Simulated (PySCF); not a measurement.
Al(All)(Cl)(OH) (C3H6AlClO), SMILES C=C[CH2][Al]([OH])[Cl].

The structure is a stationary point at B3LYP-D3(BJ)/def2-SVP. One conformer was computed; it need not be the lowest.

These are ωB97X/def2-TZVP (PySCF) values and carry that method's errors.

Computed frontier levels, gap, dipole moment and polarisability:
The highest occupied level is -9.29 eV and the lowest empty level is 1.31 eV. The orbital gap is 10.59 eV and the dipole moment is 0.67 D. The quadrupole, principal values (traceless, Buckingham form, about the centre of nuclear charge) is -8.80, 3.68, 5.11 D·Å and the mean static polarisability is 73.5 bohr³ (10.90 Å³). The polarisability, principal values is 63.3, 68.3, 89.0 bohr³.
